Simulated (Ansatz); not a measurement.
```yaml
crystal:
  periodic: [false, false, false]
  atoms:
    - {symbol: O, position_ang: [0.518953, 1.975845, 0.830376]}
    - {symbol: Ge, position_ang: [0.120122, 0.357498, 0.133540]}
    - {symbol: Si, position_ang: [0.078859, -1.263536, 1.894909]}
    - {symbol: Si, position_ang: [1.884255, -0.052433, -1.414996]}
    - {symbol: Si, position_ang: [-2.011948, 0.476412, -0.949028]}
    - {symbol: H, position_ang: [-0.129345, 2.257118, 1.480331]}
    - {symbol: H, position_ang: [1.418565, -1.391657, 2.526639]}
    - {symbol: H, position_ang: [-0.330258, -2.585174, 1.347357]}
    - {symbol: H, position_ang: [-0.904254, -0.852524, 2.934648]}
    - {symbol: H, position_ang: [1.903205, 0.993914, -2.469759]}
    - {symbol: H, position_ang: [1.645067, -1.377172, -2.049052]}
    - {symbol: H, position_ang: [3.194631, -0.079106, -0.715037]}
    - {symbol: H, position_ang: [-1.972863, 1.429003, -2.089788]}
    - {symbol: H, position_ang: [-2.391940, -0.871307, -1.452200]}
    - {symbol: H, position_ang: [-3.044847, 0.932419, 0.021360]}
basis:
  gaussian: {orbitals: ANO-RCC-VTZP, fitting: {mean_field: cc-pVTZ-jkfit}}
magnetization: {spin_polarized: true, initial_magnetization: 0}
hamiltonian: {xc: {name: wB97X}}
charge: 1
```

```sh
$ ansatz run in.yaml --threads 4 --pin off --events-out ev --progress --plain --max-ram 11315MiB
```

How does Ansatz answer? (Estimate.)

The calculation gave: The program refused the input.
```
Error: YAML parse error: error: line 23 column 1: unknown field `charge`, expected one of crystal, accuracy, basis, kpoints, hamiltonian, magnetization, projection, total_charge, correlation, batch, efield, external_charges, scf, relax, neb, saddle, md, ramp, phonons, dielectric, real_time, elastic, magnetic_configurations, gw, evaluate, workflow, output, checkpoint, execution
21 | magnetization: {spin_polarized: true, initial_magnetization: 0}
22 | hamiltonian: {xc: {name: wB97X}}
23 | charge: 1
```
